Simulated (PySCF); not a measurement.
# Pm¹⁷⁺ (promethium, charge +17): LDA calculation

Configuration: [Kr] 4d8, high-spin 3F determinant. Calculation: PySCF 2.14, in an uncontracted even-tempered set (20 s from 0.86 bohr⁻², ratio 2.5; 15 p from 1.1 bohr⁻², ratio 2.5; 10 d from 1.1 bohr⁻², ratio 2.5; 4 f from 6.7 bohr⁻², ratio 2.7; 4 g from 10 bohr⁻², ratio 2.7); scalar relativity by spin-free X2C-1e.

* Total energy: -9910.86 hartree
* One-electron energy: -12883.86 hartree
* Hartree (Coulomb) energy: 3182.32 hartree
* Exchange-correlation energy: -209.33 hartree
* ⟨S²⟩: 2.0001
* ⟨L²⟩: 12.001
* Sum of ⟨r⟩: 14.93 bohr
* Sum of ⟨r²⟩: 8.117 bohr²
* Time after the integrals: 2.2 s of wall time on 2 threads of Neoverse-V1 (shared host)

```
shell  electrons  mean orbital energy (eV)  spread (eV)  rms radius, mean of both spins (bohr)
 1s α          1                  -45265.3            0                                 0.0264
 1s β          1                  -45265.2            0                                 0.0264
 2s α          1                   -7697.8            0                                  0.107
 2s β          1                   -7696.6            0                                  0.107
 2p α          3                   -6931.0            0                                 0.0959
 2p β          3                   -6930.1            0                                 0.0959
 3s α          1                   -1989.4            0                                  0.278
 3s β          1                   -1988.6            0                                  0.278
 3p α          3                   -1747.6            0                                  0.278
 3p β          3                   -1746.8            0                                  0.278
 3d α          5                   -1411.3        0.993                                  0.255
 3d β          5                   -1410.1        0.163                                  0.255
 4s α          1                   -688.77            0                                  0.609
 4s β          1                   -685.67            0                                  0.609
 4p α          3                   -605.56            0                                  0.636
 4p β          3                   -602.49            0                                  0.636
 4d α          5                   -486.52        2.009                                  0.670
 4d β          3                   -483.66            0                                  0.670
```

Spin-orbit coupling is strong in this species (close to jj coupling), so the high-spin LS determinant is a model state, not a physical level.

Densities and radii are taken from the X2C orbitals without a picture-change correction, which distorts them close to the nucleus.
